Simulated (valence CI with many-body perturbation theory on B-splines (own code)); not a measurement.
Results of a calculation; reference values are marked as such.
# Hyperfine factors and g values of Ni XXIV

Level of theory: valence CI with perturbative core correlation (CI+MBPT): three valence electrons over a frozen Dirac-Fock core [He], radial functions for each j: 11 s, 11 p, 9 d, 7 f, 5 g, 2 h, 1 i, with the one-electron correlation potential Σ1, the two-electron term Σ2, the three-electron term Σ3, Breit, model QED; selected CI, second order for the rest (own B-spline code, finite nucleus).

No measured spectrum was set against this ion. As an estimate, levels of excited configurations hold to 0.05 to 0.15 % of their energy, terms of the ground configuration to about 0.5 %.

A/g_I is the dipole constant over the nuclear g factor μ/I (μ in nuclear magnetons, uniformly magnetised nucleus), B/Q the quadrupole constant per barn. Both hold the static response of the core; the bare values leave it out. Large factors of s and p1/2 electrons are usually good to 5 to 10 %; those of open d and f shells near neutrality can be off by tens of per cent, and small factors of p3/2, d and f electrons come from cancelling terms and can be off by a factor of two or in sign, in half-filled shells by more. B is blank for J = 1/2, where it vanishes, and for nearly pure S terms. Energies count from the lowest level.

Names give the largest LS component (configuration and term), which can be under half, so a name can repeat, a term be missing and a line seem to break the LS rules; names also repeat where a configuration has a term twice. Letters in brackets count levels of one name in rising energy.

| Level | E (Ry) | g | A/g_I (MHz) | A/g_I bare | B/Q (MHz/b) | B/Q bare |
| --- | --- | --- | --- | --- | --- | --- |
| 2s²2p ²P°_1/2 | 0.000 | 0.660 | 202000 | 199000 |  |  |
| 2s²2p ²P°_3/2 | 1.494 | 1.329 | 37500 | 39400 | 68600 | 68900 |
| 2s2p² ⁴P_1/2 | 4.167 | 2.616 | 402000 | 398000 |  |  |
| 2s2p² ⁴P_3/2 | 4.916 | 1.722 | 161000 | 160000 | 55500 | 55800 |
| 2s2p² ⁴P_5/2 | 5.547 | 1.559 | 171000 | 171000 | -53000 | -53200 |
| 2s2p² ²D_3/2 | 7.688 | 0.836 | -22800 | -19800 | 86900 | 87200 |
| 2s2p² ²D_5/2 | 8.057 | 1.232 | 177000 | 174000 | 122000 | 122000 |
| 2s2p² ²P_1/2 | 8.713 | 1.154 | 144000 | 140000 |  |  |
| 2s2p² ²S_1/2 | 10.299 | 1.554 | 519000 | 505000 |  |  |
| 2s2p² ²P_3/2 | 10.421 | 1.297 | -49300 | -43500 | -60000 | -60200 |
| 2p³ ⁴S°_3/2 | 12.975 | 1.867 | 1330 | 9970 | 12500 | 12500 |
| 2p³ ²D°_3/2 | 14.414 | 0.992 | 29600 | 29800 | 56800 | 57000 |
| 2p³ ²D°_5/2 | 14.818 | 1.196 | 67500 | 69300 | -576 | -578 |
| 2p³ ²P°_1/2 | 16.233 | 0.660 | 203000 | 199000 |  |  |
| 2p³ ²P°_3/2 | 17.070 | 1.264 | 36300 | 39100 | -67900 | -68200 |
| 2s²3s ²S_1/2 | 87.621 | 2.000 | 184000 | 180000 |  |  |
| 2s²3p ²P°_1/2 | 89.417 | 0.665 | 52800 | 52100 |  |  |
| 2s²3p ²P°_3/2 | 89.837 | 1.334 | 21800 | 22100 | 21000 | 21100 |
| 2s2p3s ⁴P°_1/2 | 91.200 | 2.590 | 390000 | 383000 |  |  |
| 2s²3d ²D_3/2 | 91.467 | 0.798 | 7440 | 7400 | 3810 | 3890 |
| 2s2p3s ⁴P°_3/2 | 91.554 | 1.689 | 282000 | 277000 | -45400 | -45600 |
| 2s²3d ²D_5/2 | 91.594 | 1.199 | 2930 | 2930 | 5250 | 5350 |
| 2s2p3s ²P°_1/2 [a] | 92.231 | 0.711 | 170000 | 168000 |  |  |
| 2s2p3s ⁴P°_5/2 | 92.636 | 1.597 | 188000 | 186000 | 70600 | 70900 |
| 2s2p3p ⁴D_1/2 | 92.770 | 0.187 | -47500 | -45800 |  |  |
| 2s2p3p ⁴D_3/2 | 93.087 | 1.226 | 217000 | 213000 | -28300 | -28400 |
| 2s2p3s ²P°_3/2 [a] | 93.364 | 1.358 | 194000 | 192000 | 60700 | 60900 |
| 2s2p3p ²P_3/2 [a] | 93.516 | 1.483 | 75700 | 75000 | 3180 | 3180 |
| 2s2p3p ²P_1/2 [a] | 93.669 | 0.665 | -147000 | -145000 |  |  |
| 2s2p3p ⁴D_5/2 | 93.706 | 1.381 | 138000 | 136000 | -924 | -939 |
| 2s2p3p ⁴P_1/2 | 93.844 | 2.565 | 429000 | 422000 |  |  |
| 2s2p3p ²D_3/2 [a] | 94.073 | 1.295 | 94600 | 93800 | 16000 | 16100 |
| 2s2p3d ⁴F°_3/2 | 94.633 | 0.473 | -63300 | -61700 | 12500 | 12600 |
| 2s2p3p ⁴P_3/2 | 94.664 | 1.454 | 203000 | 200000 | 49000 | 49200 |
| 2s2p3p ⁴D_7/2 | 94.692 | 1.426 | 113000 | 113000 | 91000 | 91300 |
| 2s2p3p ⁴P_5/2 | 94.840 | 1.455 | 160000 | 159000 | 28500 | 28600 |
| 2s2p3d ⁴F°_5/2 | 94.860 | 1.077 | 64300 | 63400 | -3840 | -3790 |
| 2s2p3p ⁴S_3/2 | 94.924 | 1.579 | 164000 | 162000 | 12800 | 12900 |
| 2s2p3d ⁴F°_7/2 | 95.226 | 1.270 | 95900 | 94500 | -17100 | -17100 |
| 2s2p3d ⁴P°_5/2 | 95.256 | 1.403 | 97400 | 95400 | 2290 | 2360 |

(1) Take the isotope of mass number 61, with I = 3/2, μ = -0.74965 μN and Q = 0.162 b. What is the hyperfine structure of 2s2p² ⁴P_5/2?

Answers

(1) From the table A = -85500 MHz, B = -8590 MHz. Shifts from the centre of gravity in MHz: F = 1: 443000, F = 2: 279000, F = 3: 26100, F = 4: -323000.
